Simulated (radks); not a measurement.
Values are calculated unless marked as measured or tabulated.
Task: Coherent X-ray form factor from a spherical all-electron density. Level of theory: scalar-relativistic Kohn-Sham, r2SCAN, spin-unpolarised, spherical densities, finite nucleus; meta-GGA in the generalised Kohn-Sham scheme; Fermi nuclear charge, rms radius of each element as measured or else 0.836 A^(1/3) + 0.57 fm (a radial shooting solver on a logarithmic mesh with Libxc functionals).

sin(theta)/lambda (1/angstrom)  f0 (electrons)
0.05                                    65.330
0.1                                     63.437
0.15                                    60.625
0.2                                     57.273
0.25                                    53.729
0.3                                     50.244
0.4                                     43.959
0.5                                     38.738
0.6                                     34.385
0.8                                     27.506
1                                       22.563
1.25                                    18.559
1.5                                     16.067
2                                       12.575

The species is in the configuration that NIST lists as its ground one. Which atom or ion scatters so?

Result: The erbium ion Er2+, [Xe] 4f12. Extrapolating in s^2 from the first two rows gives f0(0) = 66.0, near the electron count 66; among species with that count, the fall with angle is slower the higher Z, and the table is that of Z = 68; from so few rows the species is fixed only to a neighbour or two.
